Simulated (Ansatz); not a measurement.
Input for Ansatz (a first-principles code): U-wB97M-V/def2-TZVPP on CH3 (SMILES [CH3]).

Ansatz 0.2 input:
```yaml
crystal:
  periodic: [false, false, false]
  atoms:
    - {symbol: C, position_ang: [-0.00000164, -0.00002686, 0.00013410]}
    - {symbol: H, position_ang: [1.06844615, -0.14744695, 0.02926680]}
    - {symbol: H, position_ang: [-0.66112860, -0.85164254, -0.04259704]}
    - {symbol: H, position_ang: [-0.40731591, 0.99901636, 0.01319614]}
basis:
  gaussian:
    orbitals: def2-TZVPP
hamiltonian:
  xc: {name: wB97M-V}
magnetization: {spin_polarized: true, initial_magnetization: 1}
```

The log:

```
WARN ansatz: RAYON_NUM_THREADS=4 ignored (pool sized by the plan → 4); use --threads N
Functional definition: wB97M-V
integrals: 0.01 GiB planned
357 factors; their error is unknown
integrals: 0.05 GiB planned
102 factors; integrals over basis functions are off by at most 1.8e-5 eV
mean field: 0.24 GiB planned
mean field evaluation 1: about -1082.2701 eV, gradient 1.7e1 eV
mean field evaluation 2: about -1083.0629 eV, gradient 1.0e1 eV
mean field evaluation 4: about -1083.5300 eV, gradient 1.2e-1 eV
mean field evaluation 8: about -1083.5302 eV, gradient 2.3e-2 eV
mean field -1083.53021608 eV, -39.8190009978 hartree, gradient 8.2e-6 eV, S^2 0.753175; 0 other end points of the search recorded, 0 dependent functions left out
reference -1083.53024647 eV, -39.8190021146 hartree; 5, 4 occupied and 68, 69 virtual orbitals, 357 factors
Total energy: -1083.53024647 eV, -39.8190021146 hartree
```

Self-consistency was reached.

Cost: roughly 1.4 core-seconds.
